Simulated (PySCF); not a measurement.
Li⁺: ionisation energy

Li⁺ 1s2 (1S) → Li²⁺ 1s1 (2S), as a difference of total energies. All numbers are calculated (PySCF 2.14, scalar relativity by spin-free X2C-1e, in Sapporo-DZP-2012 (5s2p, 11 functions)). Correlated levels: valence: nothing frozen. The calculations carry no spin-orbit coupling.

Order these methods by the ionisation energy they give, lowest first.
A. LDA
B. CCSD (valence)
C. M06-2X
D. SCS-MP2 (valence)

A (74.578 eV), B (75.452 eV), D (75.490 eV), C (75.852 eV).

Errors of the correlated levels include the incompleteness of this basis.

With two correlated electrons CCSD is exact in that space.

For comparison: 75.640 eV (theoretical estimate listed by NIST; NIST Atomic Spectra Database, ionization energies).
